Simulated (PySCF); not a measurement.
Radial density of Sb (antimony, neutral)

UHF, [Kr] 4d10 5s1 5p3 5d1, high-spin 6D determinant (an excited configuration). All numbers are calculated (PySCF 2.14, scalar relativity through the core potential, in aug-cc-pVTZ-PP with one added diffuse shell each of d, f type with ECP28MDF (6s5p5d3f, 67 functions)). This is the valence pseudo-density: the core potential removes the inner electrons and smooths the orbitals near the nucleus.

```csv
r (bohr),4πr²ρ (e/bohr),4πr²(ρα − ρβ)
0.00430,2.361e-05,0.0000
0.00723,6.192e-05,0.0000
0.0122,0.0001452,0.0000
0.0204,0.0002837,0.0000
0.0344,0.0004851,0.0000
0.0578,0.0008193,0.0001
0.0973,0.003320,0.0001
0.164,0.03473,0.0002
0.275,0.5509,0.0060
0.463,8.223,0.1628
0.779,24.73,0.1481
1.31,8.720,0.5375
2.20,2.490,2.0871
3.71,0.7307,0.7288
6.23,0.1513,0.1513
10.5,0.04571,0.0457
17.6,0.0003393,0.0003
```

Energies and moments cover only the electrons outside the core potential. The outer electron is Rydberg-like, and this basis confines it to a smaller radius and binds it less than a complete one would.
